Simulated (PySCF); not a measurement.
Computed properties of 5-phenyl-1,3-thiazole (C9H7NS), SMILES c1cccc(c1)-c1scnc1

5-phenyl-1,3-thiazole (C9H7NS), SMILES c1cc(-c2scnc2)ccc1. Geometry: PBE0-D3(BJ)/def2-SVP. Other conformers were not sampled. All values are computed for the isolated molecule unless a solvent is named; none is compared with measurement here.

**Structure.** All 48 harmonic modes at PBE0-D3(BJ)/def2-SVP (PySCF) are real, so it is a minimum. With heavy atoms numbered as in [cH:1]1[cH:2][cH:3][c:4](-[c:5]2[cH:6][n:7][cH:8][s:9]2)[cH:10][cH:11]1, the shortest bond between them is N7–C8 at 1.297 Å and the longest C5–S9 at 1.733 Å.

**Vibrations.** The strongest infrared lines (harmonic, unscaled, degenerate partners summed) lie at 717 cm⁻¹ (37 km/mol, H 57 %, C 42 %), 803 cm⁻¹ (35 km/mol, H 80 %, C 19 %), 887 cm⁻¹ (32 km/mol, C 59 %, N 19 %, H 18 %). The softest mode is at 41 cm⁻¹ and the zero-point energy is 86.4 kcal/mol.

**Electronic structure.** PBE0/def2-SVP (PySCF) places the frontier levels at -6.59 and -1.40 eV, a gap of 5.19 eV, and gives a dipole moment of 1.86 D and a mean polarisability of 115.1 bohr³. PBE/def2-SVP (PySCF) at the same geometry gives -5.64 and -2.15 eV, so its gap is 1.70 eV narrower. An orbital gap is neither the optical nor the fundamental gap.

**Excitations.** TDDFT-ωB97X/def2-SVP (PySCF) has S1 at 4.94 eV (251 nm, f = 0.453, bright); the most intense of the 10 singlets computed lies at 4.94 eV (f = 0.45). T1 (TDA) is at 3.29 eV. TDDFT-PBE/def2-SVP (PySCF) puts S1 at 4.13 eV. No vertical singlet excitation falls in the visible range (under 3.1 eV).

**NMR.** GIAO shifts at KT2/pcSseg-1 (PySCF) (non-relativistic, atoms alike by connectivity averaged): ¹³C from 123.9 to 143.5 ppm against TMS; ¹H from 7.4 to 8.3 ppm against TMS.

**Solvation.** SMD-PBE0/6-31G* (PySCF) gives -5.2 kcal/mol in water, -7.4 kcal/mol in benzene, -8.1 kcal/mol in ethylethanoate (1 M in both phases, gas-phase geometry); of these solvents ethylethanoate holds the molecule best.
